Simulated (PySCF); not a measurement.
## Energy of Pr²⁺ (praseodymium, charge +2) between two integer charges

The 4f alpha orbital of [Xe] 4f3 is emptied in steps (occupation f), with all orbitals relaxed, ending at [Xe] 4f2. Computed with PySCF 2.14 in def2-SVP with the def2 core potential (28 electrons), with a scalar-relativistic core potential. The exact energy is a straight line in f; departures are measured from the line between the end points of the same method.

**Question.** Among PBE0, r2SCAN, LC-wPBE, which shows the largest delocalisation error (convex curve), and which is closest to linear?

**Answer.** Most convex: r2SCAN (-1.824 eV at f = 0.4); closest to linear: LC-wPBE (-0.685 eV).

```tsv
f	PBE0 (eV)	r2SCAN (eV)	LC-wPBE (eV)
1	0.000	0.000	0.000
0.8	-0.839	-1.203	-0.442
0.6	-1.267	-1.814	-0.675
0.4	-1.275	-1.824	-0.685
0.2	-0.855	-1.223	-0.464
0	0.000	0.000	0.000
```

| method | E(f=0) − E(f=1) (eV) | −ε at f=1 (eV) | −ε at f=0.4 (eV) |
| --- | --- | --- | --- |
| PBE0 | 22.267 | 17.054 | 23.291 |
| r2SCAN | 22.336 | 14.859 | 23.806 |
| LC-wPBE | 22.480 | 19.763 | 22.997 |

Reference removal energy between the ground levels: 21.624 eV (measured; NIST Atomic Spectra Database, ionization energies). The calculation has no spin-orbit coupling. The determinant left behind need not be the lowest term of the ion.
